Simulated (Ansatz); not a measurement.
Input and output for Ca₄O₆H₄, a hydroxylated oxide cluster.

```yaml
crystal:
  periodic: [false, false, false]
  atoms:
    - {symbol: Ca, position_ang: [1.576671, 1.103064, 0.282714]}
    - {symbol: Ca, position_ang: [-0.819982, 1.241010, 2.312835]}
    - {symbol: Ca, position_ang: [-0.792771, -1.331799, 0.257190]}
    - {symbol: Ca, position_ang: [-0.833237, 1.006874, -1.968677]}
    - {symbol: O, position_ang: [-1.466292, -1.113316, -1.947279]}
    - {symbol: O, position_ang: [1.206004, 1.760903, -1.977264]}
    - {symbol: O, position_ang: [1.411981, -1.192783, 0.144191]}
    - {symbol: O, position_ang: [-0.767718, 0.864148, 0.113097]}
    - {symbol: O, position_ang: [-1.476770, -0.966928, 2.360587]}
    - {symbol: O, position_ang: [1.130874, 1.764260, 2.204736]}
    - {symbol: H, position_ang: [-1.601978, -1.797101, -2.612426]}
    - {symbol: H, position_ang: [1.887393, 2.022248, -2.605662]}
    - {symbol: H, position_ang: [2.124434, -1.819829, 0.307907]}
    - {symbol: H, position_ang: [-1.578610, -1.540753, 3.128050]}
basis:
  gaussian: {orbitals: "6-31G*"}
magnetization: {spin_polarized: true, initial_magnetization: 0}
hamiltonian: {xc: {name: wB97}}
scf: {omitted_lower_state_checks: [starts]}
```

```sh
$ ansatz run in.yaml --threads 4 --pin off --events-out ev --progress --plain --max-ram 4787MiB
```

It prints (some lines left out):

```
Functional definition: wB97
2502 factors; their error is unknown
859 factors; integrals over basis functions are off by at most 1.5e-5 eV
mean field evaluation 1: about -86077.0059 eV, gradient 9.5e1 eV
mean field evaluation 2: about -85809.5788 eV, gradient 1.7e2 eV
mean field evaluation 4: about -86104.3208 eV, gradient 3.8e1 eV
mean field evaluation 8: about -86111.7147 eV, gradient 4.1e-1 eV
mean field evaluation 16: about -86111.5844 eV, gradient 2.5e-3 eV
mean field -86111.58444867 eV, -3164.5423599602 hartree, gradient 3.8e-5 eV, S^2 0.000000; 0 other end points of the search recorded, 0 dependent functions left out
reference -86111.58441798 eV, -3164.5423588325 hartree; 66, 66 occupied and 172, 172 virtual orbitals, 2502 factors
Total energy: -86111.58441798 eV, -3164.5423588325 hartree
Checks for a lower state left out: starts
```

Run time 50 s (4 threads of Arm Neoverse V2 on a shared host), peak host memory 1.7 GiB.

The 6-31G sets use Cartesian d functions.
